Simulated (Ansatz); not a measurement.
Relaxing a trial structure of B2FH4OSi

The starting geometry of this gas-phase doublet was optimised with GFN2-xTB; its bonds are those of `B[SiH]OBF`.

```xyz
9

B    -1.5558    0.8629   -1.1889
B     1.7669   -0.9644    0.7560
F     2.1012   -2.2491    0.5920
O     0.8815   -0.4190   -0.0370
Si   -0.1898   -0.4176   -1.2786
H    -2.3566    0.9303   -2.0450
H    -1.6359    1.6159   -0.2911
H     0.2756   -1.4858   -2.1752
H     2.2919   -0.3775    1.6271
```

Task: Predict what becomes of its bonds when it is optimised with B3LYP-D3(BJ)/def2-SVP.

Result: It keeps its bonds, and is `B[SiH]OBF`.

The energy falls by 0.19 eV over 73 steps:

```json
{"step": "1", "E − E(last) (eV)": "0.189"}
{"step": "9", "E − E(last) (eV)": "0.016"}
{"step": "17", "E − E(last) (eV)": "0.015"}
{"step": "25", "E − E(last) (eV)": "0.015"}
{"step": "33", "E − E(last) (eV)": "0.015"}
{"step": "41", "E − E(last) (eV)": "0.014"}
{"step": "49", "E − E(last) (eV)": "0.009"}
{"step": "57", "E − E(last) (eV)": "0.002"}
{"step": "65", "E − E(last) (eV)": "0.000"}
{"step": "73", "E − E(last) (eV)": "0.000"}
```

Final geometry (Å):

```xyz
9

B    -1.5150    0.5325   -0.9989
B     1.6444   -0.8884    0.7839
F     0.6377   -1.2563    1.5689
O     1.4153   -0.6079   -0.5178
Si    0.1198   -0.2954   -1.5319
H    -2.3412    0.7184   -1.8558
H    -1.6941    0.8516    0.1466
H     0.5580   -0.7389   -2.8772
H     2.7538   -0.8199    1.2416
```

Frequencies at the end are all real (lowest 25 cm⁻¹). Open shells are spin-unrestricted. Run with Ansatz 0.2.0, 5.4 min on 2 threads of Arm Neoverse V2, with other jobs on the host.
